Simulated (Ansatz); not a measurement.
Born–Oppenheimer molecular dynamics of H2Se + H4N (8 atoms, charge 1, multiplicity 1). It starts from a relaxed structure.

Level of theory: RKS PBE-D4/def2-SVP in Ansatz 0.2.0.

* ensemble: NVE (velocity Verlet)
* time step: 0.5 fs
* steps asked: 150
* starting velocities drawn for: 700 K
* seed: 162136

Frames 2.5 fs apart, positions in Å, forces in eV/Å.

Velocities at 20.0 fs (Å/ps):

```
N 0.11 -2.47 3.44
H 10.97 25.88 23.32
H -19.20 30.49 35.25
H -4.28 -17.52 -20.62
H 21.88 -17.05 -11.53
Se -0.30 0.72 -0.77
H 19.29 -12.70 -13.46
H -6.54 -31.63 -0.47
```

```xyz
8
Properties=species:S:1:pos:R:3:forces:R:3 time_fs=20.0 energy_less_start_eV=0.145 T=514
N 0.039 0.226 -1.194 -0.20 -0.80 -0.18
H -0.409 1.129 -1.431 0.28 0.08 0.12
H 0.145 0.001 -0.132 -0.06 0.55 0.45
H 0.983 0.094 -1.598 -0.13 0.28 -0.31
H -0.578 -0.539 -1.514 0.00 0.00 -0.42
Se 0.609 -0.431 1.871 0.07 0.98 0.72
H -0.216 0.675 2.570 0.45 -0.88 -0.51
H -0.348 -1.501 2.161 -0.41 -0.21 0.13
8
Properties=species:S:1:pos:R:3:forces:R:3 time_fs=22.5 energy_less_start_eV=0.199 T=446
N 0.039 0.219 -1.186 -0.07 0.07 0.23
H -0.371 1.181 -1.372 0.37 -1.10 -0.28
H 0.099 0.088 -0.045 0.32 -0.19 -0.82
H 0.966 0.062 -1.651 -0.26 0.61 0.44
H -0.528 -0.575 -1.551 -0.41 0.58 0.05
Se 0.608 -0.429 1.870 0.12 -1.00 0.19
H -0.162 0.625 2.528 -0.45 0.19 0.31
H -0.368 -1.575 2.160 0.38 0.84 -0.12
8
Properties=species:S:1:pos:R:3:forces:R:3 time_fs=25.0 energy_less_start_eV=0.438 T=139
N 0.039 0.212 -1.176 0.14 -0.06 0.50
H -0.314 1.177 -1.330 -0.27 -0.43 -0.75
H 0.071 0.163 -0.002 0.56 -0.90 -1.15
H 0.936 0.066 -1.680 0.32 0.57 0.64
H -0.501 -0.580 -1.585 -0.76 0.67 0.33
Se 0.608 -0.428 1.868 0.67 -2.12 -0.42
H -0.134 0.587 2.504 -1.20 1.16 1.02
H -0.368 -1.603 2.154 0.54 1.12 -0.19
8
Properties=species:S:1:pos:R:3:forces:R:3 time_fs=27.5 energy_less_start_eV=0.318 T=292
N 0.039 0.204 -1.165 0.33 -0.25 0.31
H -0.273 1.151 -1.331 -0.85 0.79 -0.84
H 0.075 0.186 -0.024 0.51 -1.12 -0.72
H 0.926 0.101 -1.673 0.78 0.16 0.48
H -0.519 -0.547 -1.601 -0.80 0.28 0.30
Se 0.608 -0.428 1.866 0.47 -0.60 0.11
H -0.170 0.607 2.534 -0.49 0.25 0.43
H -0.339 -1.568 2.138 0.06 0.50 -0.05
8
Properties=species:S:1:pos:R:3:forces:R:3 time_fs=30.0 energy_less_start_eV=0.210 T=431
N 0.040 0.197 -1.153 0.12 1.22 -1.65
H -0.277 1.159 -1.378 -0.40 -0.12 -0.09
H 0.109 0.144 -0.084 0.20 -0.77 0.59
H 0.956 0.145 -1.637 0.19 -0.31 0.37
H -0.581 -0.497 -1.600 -0.23 -0.05 0.23
Se 0.608 -0.429 1.865 0.50 1.58 0.77
H -0.234 0.642 2.589 0.46 -0.85 -0.43
H -0.309 -1.507 2.118 -0.86 -0.70 0.21
8
Properties=species:S:1:pos:R:3:forces:R:3 time_fs=32.5 energy_less_start_eV=0.296 T=322
N 0.042 0.194 -1.147 -0.30 1.86 -2.79
H -0.305 1.162 -1.431 0.21 -0.78 0.78
H 0.155 0.058 -0.112 -0.20 -0.17 1.31
H 0.997 0.172 -1.580 -0.51 -0.61 -0.01
H -0.655 -0.448 -1.585 0.63 -0.21 0.16
Se 0.608 -0.428 1.863 0.33 1.87 1.09
H -0.274 0.631 2.621 0.77 -1.02 -0.74
H -0.326 -1.482 2.110 -0.93 -0.93 0.21
8
Properties=species:S:1:pos:R:3:forces:R:3 time_fs=35.0 energy_less_start_eV=0.265 T=360
N 0.043 0.198 -1.153 -0.31 0.48 -0.63
H -0.323 1.127 -1.440 0.21 0.31 0.81
H 0.188 -0.038 -0.072 -0.62 0.58 0.09
H 1.012 0.164 -1.524 -0.39 -0.62 -0.62
H -0.695 -0.414 -1.562 0.90 -0.56 -0.15
Se 0.609 -0.427 1.863 -0.30 0.09 1.02
H -0.271 0.563 2.611 0.38 -0.34 -0.44
H -0.392 -1.506 2.113 0.12 0.06 -0.09
8
Properties=species:S:1:pos:R:3:forces:R:3 time_fs=37.5 energy_less_start_eV=0.382 T=211
N 0.043 0.204 -1.161 -0.06 -0.96 1.17
H -0.329 1.112 -1.404 -0.01 1.34 0.39
H 0.186 -0.100 -0.023 -0.63 1.03 -0.66
H 1.005 0.120 -1.504 -0.01 -0.36 -0.86
H -0.684 -0.413 -1.547 0.51 -0.78 -0.46
Se 0.610 -0.425 1.864 -0.03 -1.91 0.28
H -0.248 0.478 2.578 -0.66 0.96 0.41
H -0.453 -1.529 2.111 0.88 0.69 -0.27
8
Properties=species:S:1:pos:R:3:forces:R:3 time_fs=40.0 energy_less_start_eV=0.300 T=316
N 0.042 0.207 -1.165 -0.24 -0.49 1.14
H -0.333 1.162 -1.343 0.44 -0.14 0.22
H 0.149 -0.104 -0.011 -0.30 0.96 -0.91
H 0.995 0.056 -1.532 -0.17 0.17 -0.49
H -0.642 -0.454 -1.558 0.14 -0.23 -0.39
Se 0.610 -0.424 1.864 0.17 -2.13 0.01
H -0.262 0.445 2.567 -0.93 1.31 0.67
H -0.465 -1.514 2.093 0.89 0.56 -0.26
8
Properties=species:S:1:pos:R:3:forces:R:3 time_fs=42.5 energy_less_start_eV=0.174 T=477
N 0.040 0.208 -1.164 -0.31 -0.40 0.20
H -0.312 1.207 -1.271 0.50 -1.15 -0.26
H 0.094 -0.052 -0.051 0.18 0.40 -0.61
H 0.974 0.002 -1.589 -0.30 0.69 0.17
H -0.592 -0.508 -1.590 -0.15 0.65 0.01
Se 0.611 -0.425 1.865 -0.25 -0.15 0.70
H -0.323 0.482 2.590 0.18 0.20 -0.12
H -0.427 -1.469 2.061 0.13 -0.24 -0.09
8
Properties=species:S:1:pos:R:3:forces:R:3 time_fs=45.0 energy_less_start_eV=0.360 T=239
N 0.037 0.206 -1.163 -0.04 -0.90 -1.38
H -0.264 1.194 -1.214 -0.14 -0.07 -0.87
H 0.050 0.021 -0.120 0.60 -0.57 0.94
H 0.939 -0.013 -1.636 0.24 0.80 0.55
H -0.551 -0.526 -1.623 -0.69 0.86 0.22
Se 0.612 -0.426 1.866 -0.08 1.68 1.10
H -0.375 0.534 2.607 0.95 -0.64 -0.65
H -0.383 -1.439 2.023 -0.84 -1.15 0.09
8
Properties=species:S:1:pos:R:3:forces:R:3 time_fs=47.5 energy_less_start_eV=0.396 T=194
N 0.033 0.201 -1.167 0.17 -0.67 -1.53
H -0.225 1.177 -1.208 -0.62 0.97 -1.04
H 0.039 0.062 -0.138 0.69 -1.04 1.56
H 0.919 0.017 -1.652 0.85 0.45 0.44
H -0.551 -0.497 -1.644 -1.11 0.36 0.05
Se 0.612 -0.426 1.868 -0.35 1.42 1.07
H -0.375 0.550 2.589 0.91 -0.75 -0.61
H -0.382 -1.471 1.990 -0.55 -0.73 0.06
```

Of the whole run (75 fs, mean temperature of the second half 357 K): The conserved energy stayed within 0.46 meV per atom of its start (net change 0.28 meV per atom), so the integration is sound. The temperature averaged 0.51 of the 700 K drawn at the start: a run that starts near a minimum puts about half its kinetic energy into the potential. A run of 0.075 ps of so small a system gives no equilibrium averages. Limits of this set-up: the dipole of an ion depends on the origin.

Time of the run: 2.9 min on 1 thread of Arm Neoverse V1 (shared host), peak memory 0.096 GiB.
